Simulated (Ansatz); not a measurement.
System: sum formula WO₂H₂, net charge 0, triplet state. The spin state was set by rule; other spins were not relaxed. 
Geometry from a B3LYP-D3(BJ)/def2-TZVP (Ansatz, a quantum-chemistry and plane-wave program) optimisation:
SMILES: [OH][W][OH]
```xyz
5

W     -0.0002     0.0001    -0.0002
O      1.3301     0.2506    -1.2372
H      2.0248     0.3799    -1.8799
O     -1.3286    -0.2515     1.2386
H     -2.0188    -0.3836     1.8856
```
Charge 0, spin multiplicity 3.

Basis-set convergence of Hartree-Fock and CCSD correlation energies (hartree) with Ansatz. Correlated levels leave the core frozen unless marked. Open shells are spin-unrestricted. No spin-orbit coupling. Frozen are the shells of the preceding noble gas and the d and f shells that filled before the atom's block. In def2 rows, elements after Kr have scalar-relativistic effective core potentials.

```json
[
 {"basis": "def2-SVPD", "functions": "97", "E(HF)": "-217.19947", "E(corr, CCSD)": "-0.54390"},
 {"basis": "def2-TZVPPD", "functions": "173", "E(HF)": "…", "E(corr, CCSD)": "…"}
]
```

Task: What belongs in the gaps?

Result: 
- def2-TZVPPD, E(HF): -217.39543
- def2-TZVPPD, E(corr, CCSD): -0.65386
